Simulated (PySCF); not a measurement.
Which determinant of CdC⁺ lies lowest?

Unrestricted PBE0; basis Cd cc-pVDZ-PP with ECP28, C cc-pVDZ; scalar-relativistic core potentials; PySCF 2.14. Outer shells of the fragments: Cd+ 4d10 5s1; C 2s2 2p2.

Followed along the bond (rough minima from three points):

```tsv
2Ms+1	unpaired	⟨S²⟩ at the start	R at minimum (Å)	Te (eV)
2	π ↑	0.84	2.27	0.00
4	σ ↑, π ↑↑	3.76	2.08	0.38
2	σ ↓, π ↑↑	1.77	2.19	1.14
2	σ ↑, π ↑↓	1.77	2.11	1.23
4	σ ↑↑, π ↑	3.75	none in the scan	≤ 1.28
```

Solutions found at the starting distance of 2.210 Å, counted from the lowest of them; the search is not exhaustive and high or unbound solutions are not listed, so other states can lie among these:

```
2Ms+1   unpaired   term  E (eV)  ⟨S²⟩  ⟨Lz²⟩  μ (D)
    2        π ↑     ²Π    0.00  0.84   1.00  -0.38
    4  σ ↑, π ↑↑    ⁴Σ⁻    0.46  3.76   0.00  -2.05
    2  σ ↓, π ↑↑  mixed    1.12  1.77   0.00  -1.62
    2  σ ↑, π ↑↓  mixed    1.26  1.77   2.01  -1.89
    4  σ ↑↑, π ↑     ⁴Π    1.52  3.75   1.00   2.88
    2        σ ↑    ²Σ⁺    2.23  0.75   0.00   3.52
    2        σ ↑  mixed    2.64  0.76   2.00  -1.91
    2        π ↑     ²Π    5.14  0.85   1.01  -3.57
    4  σ ↑, π ↑↑  mixed    5.50  3.76   2.01   2.37
```

A term symbol is given only where ⟨S²⟩ and ⟨Lz²⟩ are close to those of a pure state; real π, δ and φ orbitals otherwise mix terms. A positive dipole points towards C; it is taken about the centre of mass and depends on that origin.

**Question.** Compare the gap between the two lowest followed solutions at the starting distance with the gap between their minima.

**Answer.** At PBE0 the second solution (quartet, unpaired electrons σ ↑, π ↑↑) lies +0.46 eV from the first (doublet, unpaired electrons π ↑) at 2.210 Å and +0.38 eV at the minima; the two curves relax by different amounts, since their minima lie near 2.08 and 2.27 Å.

Spin–orbit coupling is left out. Counting both spins, an empty level lies below a filled one in some of these solutions, because spin and occupation are held.
